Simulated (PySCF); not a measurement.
Cl₂I, SMILES [I-](Cl)Cl, charge -1. Atoms are numbered in the order given.

```xyz
3

Cl     0.0000     0.0000     2.6324
I      0.0000     0.0000     0.0000
Cl     0.0000     0.0000    -2.6324
```
Charge -1, spin multiplicity 1.

The structure is a stationary point at B3LYP-D3(BJ)/def2-SVPD. The def2 effective core potentials stand for the cores of I; spin–orbit coupling is left out.

Level of theory: PBE0/def2-TZVPD (PySCF).

The molecule is in vacuum.

```
Quantity                                                            Value
------------------------------------------------  -----------------------
total energy                                          -1217.97808 hartree
point group                                                           D∞h
highest occupied level                                           -2.89 eV
lowest empty level                                                1.60 eV
orbital gap                                                       4.49 eV
dipole moment about the centre of nuclear charge                   0.00 D
mean static polarisability                          99.0 bohr³ (14.67 Å³)
polarisability, principal values                  65.1, 65.1, 166.7 bohr³
```
